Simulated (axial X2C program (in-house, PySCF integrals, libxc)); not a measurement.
# Potential curves of HgC, two-component

Calculated with an axial X2C code built on PySCF integrals. Two-component (2c) means X2C with spin–orbit coupling and atomic mean-field two-electron Coulomb and Gaunt terms. Basis: Hg dyall-cv3z [13s14p9d6f4g], C dyall-v3z [7s6p2d1f] (cores contracted in-house); Gaussian nuclei, density fitting, unrestricted open shells. Masses: Hg 201.971 u, C 12.000 u.

State: Ω = 1 (⟨Sz⟩ = 0.99, ⟨Lz⟩ = 0.01 at B3LYP). Energies in eV from the fragments at the same level (Hg + C). Fits are polynomials in 1 − R0/R over 0.85 to 1.23 times the lowest point R0.

```json
{"R (Å)": "1.8601", "B3LYP": "-0.1681", "PBE0": "-0.4371", "B97-3": "-0.1445"}
{"R (Å)": "1.9456", "B3LYP": "-0.4305", "PBE0": "-0.6783", "B97-3": "-0.4115"}
{"R (Å)": "2.0097", "B3LYP": "-0.5438", "PBE0": "-0.7755", "B97-3": "-0.5274"}
{"R (Å)": "2.0739", "B3LYP": "-0.6066", "PBE0": "-0.8221", "B97-3": "-0.5919"}
{"R (Å)": "2.1380", "B3LYP": "-0.6331", "PBE0": "-0.8325", "B97-3": "-0.6191"}
{"R (Å)": "2.2128", "B3LYP": "-0.6322", "PBE0": "-0.8130", "B97-3": "-0.6180"}
{"R (Å)": "2.2877", "B3LYP": "-0.6088", "PBE0": "-0.7716", "B97-3": "-0.5938"}
{"R (Å)": "2.3839", "B3LYP": "-0.5597", "PBE0": "-0.7004", "B97-3": "-0.5433"}
{"R (Å)": "2.5015", "B3LYP": "-0.4865", "PBE0": "-0.6028", "B97-3": "-0.4696"}
{"R (Å)": "2.6725", "B3LYP": "-0.3784", "PBE0": "-0.4645", "B97-3": "-0.3635"}
{"R (Å)": "2.9077", "B3LYP": "-0.2520", "PBE0": "-0.3078", "B97-3": "-0.2450"}
{"R (Å)": "3.2070", "B3LYP": "-0.1397", "PBE0": "-0.1725", "B97-3": "-0.1433"}
```

The state is a single determinant with fixed occupations, the lowest that a limited PBE0 search found. Dissociation energies refer to the lowest single-determinant-based atoms at the same level and basis. Density functionals use the spin component along the axis (collinear). In 2c an atomic determinant is not the ground J level, so De misses part of the atomic spin–orbit lowering. This holds for B3LYP, PBE0, B97-3. Without a current term, density functionals place determinants with orbital angular momentum somewhat too high. With several unpaired electrons one determinant need not be a pure state. Open-shell Ω = 0 determinants with evenly filled partner blocks cannot be reached by this program, so the Ω shown need not be the lowest component. This is the Ω = 1 component of a π² triplet; the 0⁺ component is not one determinant and can lie lowest.

Q: What are Re, ωe and De at the B3LYP level?

A: At B3LYP, 2c: Re = 2.172 Å, ωe ≈ 349 cm⁻¹, De = 0.64 eV to Hg + C; Be follows as 0.316 cm⁻¹.

Q: Fit the PBE0 curve near its minimum: give the equilibrium distance, the harmonic wavenumber and the well depth.

A: At PBE0, 2c: Re = 2.128 Å, ωe ≈ 395 cm⁻¹, De = 0.83 eV to Hg + C; Be follows as 0.329 cm⁻¹.

Q: Fit the B97-3 curve near its minimum: give the equilibrium distance, the harmonic wavenumber and the well depth.

A: At B97-3, 2c: Re = 2.171 Å, ωe ≈ 355 cm⁻¹, De = 0.62 eV to Hg + C; Be follows as 0.316 cm⁻¹.
